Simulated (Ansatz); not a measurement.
Pb₂O⁺ (the lowest doublet isomer of a short search). Total charge 1; doublet. Geometry PBE-D4/def2-TZVP, basis def2-TZVP, Ansatz.

```xyz
3

Pb    0.292    1.477    0.850
Pb   -1.058   -1.252   -0.552
O     0.766   -0.226   -0.298
```

```json
{"run": "A", "HOMO (eV)": "-8.96", "LUMO (eV)": "-8.22"}
{"run": "B", "HOMO (eV)": "-9.54", "LUMO (eV)": "-7.77"}
{"run": "C", "HOMO (eV)": "-8.80", "LUMO (eV)": "-8.22"}
{"run": "D", "HOMO (eV)": "-9.23", "LUMO (eV)": "-7.87"}
{"run": "E", "HOMO (eV)": "-9.93", "LUMO (eV)": "-7.20"}
{"run": "F", "HOMO (eV)": "-9.70", "LUMO (eV)": "-7.43"}
```

In the def2 sets Pb takes a core potential; there is no spin–orbit coupling. B3LYP takes the VWN-RPA correlation. The structure comes from a short search, and lower isomers may exist.

HOMO and LUMO are taken over both spins.

The runs used B3LYP, BLYP, PBE, PBE0, r2SCAN, r2SCAN0. Estimate which is which.

A PBE (0 % exact exchange); B B3LYP (20 % exact exchange); C BLYP (0 % exact exchange); D r2SCAN (0 % exact exchange); E r2SCAN0 (25 % exact exchange); F PBE0 (25 % exact exchange). Exact exchange lowers occupied and raises empty levels; among semilocal functionals meta-GGAs tend to open the gap a little, and such runs are hard to tell apart. The gap grows from 0.58 eV (BLYP) to 2.72 eV (r2SCAN0).
